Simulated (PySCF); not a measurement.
Compound: C4H14OSi2.
Structure used (PBE0-D3(BJ)/def2-SVP), in Å, numbered top down from 1:
```
atom  x, y, z in Å
C1    -2.4672    0.2426   -0.9364
C2    -1.4028   -0.6110   -0.2677
C3    -1.8665   -1.1979    1.0506
O4    -0.2443    0.1606   -0.0084
Si5    0.9891    0.4830   -1.0829
C6     2.3983    1.1080   -0.0318
Si7    2.5277    0.1879    1.6108
H8    -3.3797   -0.3425   -1.1261
H9    -2.1123    0.6402   -1.8993
H10   -2.7256    1.0954   -0.2897
H11   -1.1367   -1.4445   -0.9502
H12   -2.7643   -1.8182    0.9125
H13   -1.0738   -1.8183    1.4929
H14   -2.1024   -0.3885    1.7585
H15    0.5757    1.4829   -2.1184
H16    1.3645   -0.7841   -1.7915
H17    2.2641    2.1821    0.1787
H18    3.3432    1.0006   -0.5909
H19    1.4558    0.6208    2.5526
H20    2.4246   -1.2888    1.3956
H21    3.8532    0.4660    2.2495
```

The calculation used TDDFT CAM-B3LYP/def2-SVPD, vertical, gas phase, core orbitals frozen in the response in PySCF.

Transition dipole moments from the ground state, in atomic units and in the frame of the coordinates above (overall signs are arbitrary), for the states with f of 0.002 or more among the lowest 6:

| state | E (eV) | μx | μy | μz |
| --- | --- | --- | --- | --- |
| S2 | 7.781 | -0.139 | -0.206 | -0.121 |
| S3 | 7.987 | -0.587 | -0.092 | -0.321 |
| S4 | 8.128 | -0.044 | -0.160 | 0.101 |
| S5 | 8.172 | 0.026 | -0.245 | 0.119 |
| S6 | 8.505 | 0.322 | -0.174 | 0.345 |

Question: Work out the oscillator strengths.

Answer: f = (2/3) ΔE |μ|² with ΔE in hartree (27.2114 eV).

```
state  |μ|² (au)  |μ| (D)      f
   S2      0.076     0.70  0.015
   S3      0.456     1.72  0.089
   S4      0.038     0.49  0.007
   S5      0.075     0.70  0.015
   S6      0.253     1.28  0.053
```

Question: Which bond between heavy atoms lies closest to the direction of the S3 transition dipole?

Answer: Si5–C6, at 14° from it; next C2–O4 at 29°.

Question: What angle do the transition dipoles of S3 and S5 make?

Answer: |cos θ| = |μa·μb| / (|μa| |μb|) = 0.17, so θ ≈ 80° (taken between 0 and 90°, since the signs are arbitrary).

Question: How is the summed strength of these states shared among x, y and z?

Answer: (2/3) Σ ΔE μα² gives 0.093 for x, 0.033 for y and 0.053 for z, 0.179 in all.

Question: What peak molar absorption coefficient would the strongest computed level give as a lone Gaussian band 0.5 eV wide at half height?

Answer: ε(max) = 2.175×10⁸ f / FWHM, with the width in cm⁻¹. S3: 2.175×10⁸ × 0.0893 / 4033 ≈ 4800 L mol⁻¹ cm⁻¹.

One conformer stands for the species.

Without π bonds the low states may be Rydberg-like; a valence basis with one diffuse set may place them up to an eV too high.
